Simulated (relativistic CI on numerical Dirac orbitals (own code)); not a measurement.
Level scheme of Cs²⁰⁺

These numbers are calculated, not measured: Dirac-Coulomb-Breit CI, KLI orbitals optimised for each configuration, model QED, unscaled Slater integrals (own radial code, finite nucleus).

CI space (outside the closed core [Ar] 3d10): 4s²4p⁵, 4s4p⁶, 4s²4p⁴4d, 4s4p⁵4d, 4s²4p⁴4f, 4s4p⁵4f, 4p⁶4d, 4s4p⁴4d², 4s²4p³4d4f, 4p⁶4f, 4s²4p⁴5s, 4s²4p⁴5p, 4p⁶5s, 4s4p⁴4d5s, 4s4p⁵5s, 4p⁵4d4f, 4s²4p⁴5d, 4s²4p³4f5s, 4s4p⁴4f², 4s4p⁵5p, 4s²4p⁴5f, 4s²4p⁴5g, 4s4p⁵5d, 4s²4p⁴6s, 4s²4p⁴6p, 4s4p⁴5s², 4s²4p⁴6d, 4s²4p³4d², 4s²4p²4d³, 4s4p³4d³, 4s²4p²4d²4f, 4s4p³4d²4f, 4s²4p²4d²5s, 4p⁵4d², 4p⁴4d³, 4p⁴4d²4f, 4p⁴4d²5s, 4p⁵4d5s, 4p⁴4d4f5s, 4p⁴4d5s², 4s²4p³5s², 4s²4p²4d5s², 4s4p³4d5s², 4s²4p²4f5s², 4s4p³4f5s². Double excitations out of closed p, d and f shells are left out; levels of such configurations are missing from the list, as are those of other unlisted configurations, and high levels can miss mixing partners. These lack a partner that the ground configuration has and come out too high: 4s²4p⁴5p, 4s4p⁵5s, 4s²4p⁴5d, 4s4p⁵5p, 4s²4p⁴5f.

The lowest level is 4s²4p⁵ ²P°3/2, with 98 % of that term; Hund's rules for 4s²4p⁵ give ²P° with J = 3/2, in agreement.

| No. | Configuration | Term | J | E (cm⁻¹) | % | Next component (%) | Landé g | Lifetime (s) |
| --- | --- | --- | --- | --- | --- | --- | --- | --- |
| 1 | 4s²4p⁵ | ²P° | 3/2 | 0 | 98 | 1 4s²4p³4d² ²P° | 1.332 |  |
| 2 | 4s²4p⁵ | ²P° | 1/2 | 139876 | 98 | 1 4s²4p³4d² ²P° | 0.663 | 2.03e-05 |
| 3 | 4s4p⁶ | ²S | 1/2 | 563300 | 76 | 20 4s²4p⁴4d ²S | 2.007 | 4.30e-11 |
| 4 | 4s²4p⁴4d | ⁴D | 3/2 | 672699 | 49 | 25 ²D | 1.182 | 2.39e-09 |
| 5 | 4s²4p⁴4d | ⁴D | 5/2 | 675348 | 61 | 14 ²D | 1.295 | 1.62e-08 |
| 6 | 4s²4p⁴4d | ²P | 1/2 | 684219 | 48 | 30 ⁴D | 0.871 | 4.45e-10 |
| 7 | 4s²4p⁴4d | ⁴D | 7/2 | 688767 | 52 | 29 ⁴F | 1.309 | 1.75e-03 |
| 8 | 4s²4p⁴4d | ²F | 7/2 | 712777 | 51 | 26 ²G | 1.122 | 1.51e-03 |
| 9 | 4s²4p⁴4d | ⁴F | 9/2 | 713587 | 74 | 24 ²G | 1.278 | 7.89e-03 |
| 10 | 4s²4p⁴4d | ²D | 3/2 | 730801 | 50 | 19 ⁴P | 0.959 | 6.30e-10 |
| 11 | 4s²4p⁴4d | ⁴P | 1/2 | 752447 | 61 | 28 ²P | 2.035 | 2.16e-11 |
| 12 | 4s²4p⁴4d | ²D | 5/2 | 771112 | 42 | 23 ⁴P | 1.234 | 5.27e-10 |
| 13 | 4s²4p⁴4d | ²D | 3/2 | 777576 | 34 | 28 ⁴F | 0.977 | 2.54e-11 |
| 14 | 4s²4p⁴4d | ⁴F | 5/2 | 783224 | 35 | 31 ²F | 1.104 | 2.52e-11 |
| 15 | 4s²4p⁴4d | ⁴D | 1/2 | 789949 | 68 | 23 ²P | 0.349 | 9.22e-10 |
| 16 | 4s²4p⁴4d | ⁴D | 3/2 | 811446 | 33 | 26 ²P | 1.070 | 1.65e-08 |
| 17 | 4s²4p⁴4d | ⁴F | 7/2 | 836032 | 52 | 24 ⁴D | 1.239 | 2.80e-05 |
| 18 | 4s²4p⁴4d | ²F | 5/2 | 841757 | 40 | 29 ²D | 1.037 | 1.01e-10 |
| 19 | 4s²4p⁴4d | ²G | 7/2 | 843975 | 52 | 39 ²F | 1.025 | 3.79e-05 |
| 20 | 4s²4p⁴4d | ²P | 3/2 | 852172 | 46 | 27 ⁴P | 1.327 | 1.15e-09 |
| 21 | 4s²4p⁴4d | ²F | 5/2 | 864585 | 54 | 23 ⁴P | 1.117 | 3.85e-09 |
| 22 | 4s²4p⁴4d | ²G | 9/2 | 867039 | 74 | 24 ⁴F | 1.164 | 3.58e-05 |
| 23 | 4s²4p⁴4d | ²D | 5/2 | 883286 | 46 | 29 ²F | 1.164 | 2.69e-10 |
| 24 | 4s²4p⁴4d | ²F | 7/2 | 904971 | 83 | 6 ⁴F | 1.139 | 2.62e-05 |
| 25 | 4s²4p⁴4d | ²P | 3/2 | 935634 | 43 | 27 ²D | 0.964 | 4.19e-12 |
| 26 | 4s²4p⁴4d | ²S | 1/2 | 943459 | 62 | 14 4s4p⁶ ²S | 1.888 | 1.50e-12 |
| 27 | 4s²4p⁴4d | ²D | 5/2 | 968648 | 85 | 6 ²F | 1.176 | 1.35e-12 |
| 28 | 4s²4p⁴4d | ²D | 3/2 | 973695 | 50 | 39 ²P | 1.046 | 2.17e-12 |
| 29 | 4s²4p⁴4d | ²P | 1/2 | 1017092 | 84 | 11 ²S | 0.844 | 1.83e-12 |
| 30 | 4s²4p⁴4d | ²D | 5/2 | 1035559 | 53 | 18 ²F | 1.177 | 1.23e-10 |
| 31 | 4s²4p⁴4d | ²D | 3/2 | 1098100 | 76 | 14 ²P | 0.862 | 1.48e-12 |
| 32 | 4s4p⁵4d | ⁴P° | 1/2 | 1221409 | 84 | 11 4s²4p³4d² ⁴P° | 2.567 | 5.67e-11 |
| 33 | 4s4p⁵4d | ⁴P° | 3/2 | 1234573 | 72 | 13 ⁴D° | 1.640 | 5.92e-11 |
| 34 | 4s4p⁵4d | ⁴P° | 5/2 | 1257045 | 39 | 31 ⁴D° | 1.413 | 5.71e-11 |
| 35 | 4s4p⁵4d | ⁴F° | 7/2 | 1262635 | 63 | 12 ²F° | 1.246 | 4.92e-11 |
| 36 | 4s4p⁵4d | ⁴F° | 9/2 | 1268051 | 87 | 7 4s²4p³4d² ⁴F° | 1.332 | 4.94e-11 |
| 37 | 4s4p⁵4d | ⁴F° | 5/2 | 1282676 | 39 | 23 ⁴P° | 1.193 | 4.17e-11 |
| 38 | 4s4p⁵4d | ⁴F° | 3/2 | 1295701 | 40 | 19 ²D° | 0.764 | 3.35e-11 |
| 39 | 4s4p⁵4d | ⁴D° | 1/2 | 1307427 | 43 | 27 ²P° | 0.274 | 3.73e-11 |
| 40 | 4s4p⁵4d | ⁴D° | 7/2 | 1317503 | 45 | 38 ²F° | 1.294 | 5.33e-11 |
| 41 | 4s4p⁵4d | ²D° | 5/2 | 1320738 | 36 | 21 ²F° | 1.108 | 3.65e-11 |
| 42 | 4s4p⁵4d | ²F° | 7/2 | 1339548 | 45 | 17 ⁴D° | 1.214 | 3.44e-11 |
| 43 | 4s4p⁵4d | ²D° | 3/2 | 1344107 | 30 | 28 ²P° | 1.098 | 3.35e-11 |
| 44 | 4s4p⁵4d | ²F° | 5/2 | 1355654 | 29 | 24 ²D° | 1.128 | 4.81e-11 |
| 45 | 4s4p⁵4d | ⁴F° | 3/2 | 1367740 | 24 | 15 ²D° | 0.859 | 2.81e-11 |

Energies count from the lowest computed level; ° marks odd parity; lifetimes are radiative, by E1, M1, E2, M2, E3 decay to levels of this space only.

The mean weight of the leading LS term, summed over parents, in these 45 levels is 56 %, and that of the leading jj configuration (from the same eigenvectors) 72 %, so jj coupling describes them better and the LS labels are nominal.

At this charge energies of transitions that change n are usually good to better than 1 %, and those within a shell (Δn = 0) to a few per cent.

LS names give the leading component of a level, which can be under half, so a name can repeat, a term be missing and a line seem to break the LS rules.
